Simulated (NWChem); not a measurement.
System: SiBrCl, singlet; SMILES Cl[Si]Br

Here is an NWChem input.

```
start job
memory heap 200 mb stack 900 mb global 1100 mb
geometry units angstroms noautoz
  Si     1.018280    -0.647971     0.000000
  Cl    -0.501702    -2.082761     0.000000
  Br    -0.163788     1.276449     0.000000
end
basis spherical
  * library def2-svp
end
dft
  xc pbe0
  iterations 150
  vectors input atomic output neutral.movecs
end
task dft energy
charge 1
dft
  odft
  mult 2
  vectors input atomic output cation.movecs
end
task dft energy
```

Low-valent species are run as closed-shell singlets; no triplet was tried in these runs. The geometry was optimised at PBE0/def2-SVP.

Ions are spin-unrestricted doublets at the neutral geometry; other ion states weren't tried.

Q: Give the results of this calculation. (PBE0/def2-SVP, vertical spin-unrestricted ions.) Quantities: vertical ionisation energy, ΔSCF (eV); −ε(HOMO) (eV).

A: 
```
Quantity                               Result
-------------------------------------  ------
vertical ionisation energy, ΔSCF (eV)    9.79
−ε(HOMO) (eV)                            7.60
```
